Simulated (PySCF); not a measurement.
All values below come from PBE-D3(BJ)/def2-TZVP // B3LYP-D3(BJ)/def2-SVP (PySCF). Gas-phase values, no solvent. One relaxed conformer stands for a flexible species; it need not be the lowest. Excitations are Tamm–Dancoff values on a coarser integration grid. The basis has no diffuse functions, so Rydberg states are missing or too high.

Reference species (SMILES): `[SiH3][In]([SiH3])[SiH3]` (neutral, multiplicity 1).

| Property | Result |
|---|---|
| HOMO | -6.08 eV |
| T1 excitation (TDA) | 2.63 eV |

Changed species: `C[N](C)[In]([SiH3])[SiH3]` (C–N–In–Si torsion 1°) (1 of 3 SiH3 replaced by N(CH3)2; the reference has 0 of 3 SiH3 replaced by N(CH3)2).

Question: What does the change do to the HOMO and T1 excitation (TDA)?

Answer: the HOMO rises by 1.21 eV, to -4.87 eV; the T1 excitation (TDA) falls by 0.46 eV, to 2.17 eV.
